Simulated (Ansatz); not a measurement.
Program: Ansatz. Geometries: PBE0-D4/def2-TZVP. ΔE: electronic, gas phase. CCSD(T)/CBS is the MP2 limit (def2-TZVPP, def2-QZVPP) plus CCSD(T) − MP2 in def2-TZVPP, frozen cores. DFT in def2-TZVPP. For Ga outer-core shells are correlated without core-valence functions, which leaves a few kJ/mol of doubt a bond. Scalar relativity is left out up to krypton. Each species was taken in one conformer, which may not be the lowest.

Consider the formal exchange of groups at a Ga–N bond: `C[NH][Ga]([Cl])[Cl]` + `CCS` → `[SH][Ga]([Cl])[Cl]` + `CCNC`.

`C[NH][Ga]([Cl])[Cl]`:

Cartesian coordinates in Å:
```
C 0.640 0.886 -0.786
N 0.453 -0.393 -0.139
Ga -0.894 -0.863 0.945
Cl -2.436 0.531 1.395
Cl -0.977 -2.809 1.795
H 0.652 0.794 -1.877
H 1.573 1.369 -0.474
H -0.179 1.559 -0.524
H 1.169 -1.073 -0.335
```

`CCS`:

Cartesian coordinates in Å:
```
C -0.926 0.234 -0.127
C 0.501 0.279 0.376
S 1.694 -0.563 -0.698
H -0.999 0.657 -1.130
H -1.586 0.799 0.537
H -1.294 -0.794 -0.170
H 0.865 1.308 0.420
H 0.582 -0.128 1.386
H 1.162 -1.792 -0.593
```

`[SH][Ga]([Cl])[Cl]`:

Z-matrix (Å, degrees):
```
Ga
S 1 2.175
Cl 1 2.126 2 121.4
Cl 1 2.121 2 120.2 3 180.0
H 2 1.345 1 92.3 3 0.0
```

`CCNC`:

Cartesian coordinates in Å:
```
C 0.010 -1.245 1.384
C -0.345 -0.031 0.552
N 0.547 0.106 -0.580
C 0.208 1.218 -1.438
H 1.043 -1.185 1.730
H -0.645 -1.327 2.254
H -0.098 -2.165 0.802
H -0.251 0.875 1.162
H -1.406 -0.086 0.246
H 0.546 -0.755 -1.114
H 0.875 1.237 -2.302
H -0.832 1.202 -1.805
H 0.348 2.155 -0.893
```

```json
{"level": "PBE-QIDH", "ΔE (kJ/mol)": "-37.1"}
{"level": "SCS-MP2/def2-QZVPP", "ΔE (kJ/mol)": "-27.5"}
```

**Question.** What does CCSD(T)/CBS give? (Estimate.)

**Answer.** The calculation gave: -29.9 kJ/mol. The listed levels differ from it by -7.2, 2.4 kJ/mol.

**Question.** What do rigid-rotor, harmonic-oscillator terms from PBE0-D4/def2-TZVP frequencies (298.15 K, 1 bar) make of the CCSD(T)/CBS value? (Estimate.)

**Answer.** Computed: ΔZPE = +3.6 kJ/mol, ΔH = -27.6 kJ/mol, ΔS = -9 J/(mol·K), ΔG = -24.9 kJ/mol.

Largest T1 diagnostic among the species: 0.012.

Leaving LDA and LC-ωPBE aside and taking each functional with its dispersion term where it has one, the values, not all of them listed here, spread over 9.0 kJ/mol, from B97M-V to BLYP-D4. From BLYP to BHLYP (50 % exact exchange), in def2-TZVPP and without D4, ΔE moves by −3.3 kJ/mol. At CCSD(T), def2-SVP lies −11.7 kJ/mol from the extrapolated value and def2-TZVPP −2.8 kJ/mol.
